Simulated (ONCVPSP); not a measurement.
Pseudopotential generation for Mo (Z = 42): ONCV, PBE, scalar-relativistic.

ONCVPSP 4.0.1 input, shortened (lines: element, Z, core and valence counts, functional; n l f; lmax; l rc ep ncon nbas qcut; lloc lpopt rc5 dvloc0; l nproj debl; icmod fcfact rcfact), PBE, scalar-relativistic:

```
  Mo 42.00    7    4        4      upf
    1    0    2.00
    2    0    2.00
    2    1    6.00
    3    0    2.00
    3    1    6.00
    3    2   10.00
    4    0    2.00
    4    1    6.00
    4    2    5.00
    5    0    0.50
    5    1    0.50
    2
    0    2.90    0.00    4    8    2.20
    1    2.50    0.00    4    7    5.60
    2    2.48    0.00    4    9    7.10
    4    2    1.70    0.00
    0    2    3.70
    1    2    0.70
    2    2    1.90
    0    0.00    0.00
```

What the tests gave:

| Quantity | Value |
| --- | --- |
| Cutoffs needed | 15 Ha and 18 Ha (the cutoffs (Ha) at which the residual kinetic energy of the hardest occupied pseudo-wave falls to 1 and 0.1 mHa per electron) |
| Ghost test | no bound ghost flagged; GHOST(+) flagged for s at 77.5 eV |
| Largest excitation error | +12 meV (all-electron minus pseudo) for 4p6 4d4 5s0 5p0, out of 4 test configurations |

Generation and tests took about 4 s on one core of a shared server CPU.
